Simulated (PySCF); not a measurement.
**C₆ coefficients of unlike pairs at UHF**

Calculated with PySCF 2.14 from the dipole response of each species, C₆(A,B) = (3/π) ∫ α_A(iu) α_B(iu) du, in atomic units, from isotropic polarisabilities. For ions this is the dispersion term alone; charge-induced terms of lower order in 1/R come first.

```json
{"species": "Ag⁺", "configuration": "[Kr] 4d10 (1S)", "basis": "x2c-QZVPPall with one added diffuse shell each of s, p, d, f, g type (14s9p8d5f3g)", "relativity": "spin-free X2C", "α (bohr³)": "8.740", "C₆ (like pair)": "51.38"}
{"species": "Zn", "configuration": "[Ar] 3d10 4s2 (1S)", "basis": "dyall-av2z (16s12p7d2f)", "relativity": "none", "α (bohr³)": "53.90", "C₆ (like pair)": "435.2"}
{"species": "C", "configuration": "[He] 2s2 2p2 (3P)", "basis": "aug-cc-pwCVTZ (7s6p4d2f)", "relativity": "none", "α (bohr³)": "11.94", "C₆ (like pair)": "46.44"}
{"species": "Sr⁺", "configuration": "[Kr] 5s1 (2S)", "basis": "aug-cc-pVQZ-X2C (9s8p6d3f2g)", "relativity": "spin-free X2C", "α (bohr³)": "120.7", "C₆ (like pair)": "1146"}
```

Q: Estimate C₆ for C with Ag⁺.

A: The integral gives 45.75. The combination rule 2 C_A C_B / (C_A α_B/α_A + C_B α_A/α_B) gives 45.80 and the geometric mean 48.85.

No spin-orbit coupling is included.

The other pairs:

```tsv
pair	C₆
Sr⁺, C	191.8
Sr⁺, Ag⁺	164.6
C, Zn	133.2
Sr⁺, Zn	678.4
Zn, Ag⁺	119.3
```
